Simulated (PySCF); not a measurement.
**Molecular orbitals of HgF⁺**

PBE0 at R = 1.934 Å; PySCF, scalar-relativistic core potentials, basis sets Hg cc-pVDZ-PP with ECP60, F cc-pVDZ. State: ¹Σ⁺ (singlet), closed shell. Only the outer orbitals are listed, counted within each symmetry, core potentials removing the inner ones.

| orbital | occ. | ε (eV) | on Hg (%) | main shells (%) |
| --- | --- | --- | --- | --- |
| 5σ | 2 | -22.46 | 80 | 79 Hg d, 18 F p |
| 2π | 2 | -22.04 | 95 | 95 Hg d |
| 2π | 2 | -22.04 | 95 | 95 Hg d |
| 1δ | 2 | -21.57 | 100 | 100 Hg d |
| 1δ | 2 | -21.57 | 100 | 100 Hg d |
| 6σ | 2 | -17.83 | 47 | 52 F p, 31 Hg s, 15 Hg d |
| 3π | 2 | -17.08 | 8 | 92 F p |
| 3π | 2 | -17.08 | 8 | 92 F p |
| 7σ | 0 | -12.42 | 79 | 63 Hg s, 21 F p, 13 Hg p |
| 4π | 0 | -6.68 | 98 | 97 Hg p |
| 4π | 0 | -6.68 | 98 | 97 Hg p |

Which are the highest filled and the lowest empty level, where do they sit, and how wide is the gap?

Highest filled 3π at -17.08 eV (in %: 92 F p); lowest empty 7σ at -12.42 eV (in %: 63 Hg s, 21 F p, 13 Hg p); the gap at PBE0 is 4.66 eV.

```
bond order (Mayer)                                                                                                : 1.12
⟨S²⟩                                                                                                              : 0.000
charge on Hg (Mulliken, basis-dependent)                                                                          : 1.25
charge on Hg (Löwdin, basis-dependent)                                                                            : 1.14
dipole moment (positive dipole points towards F; it is taken about the centre of mass and depends on that origin) : -3.85 D
polarisability along the bond                                                                                     : 27.3 bohr³
polarisability across the bond                                                                                    : 15.5 bohr³
```

Spin–orbit coupling is left out.
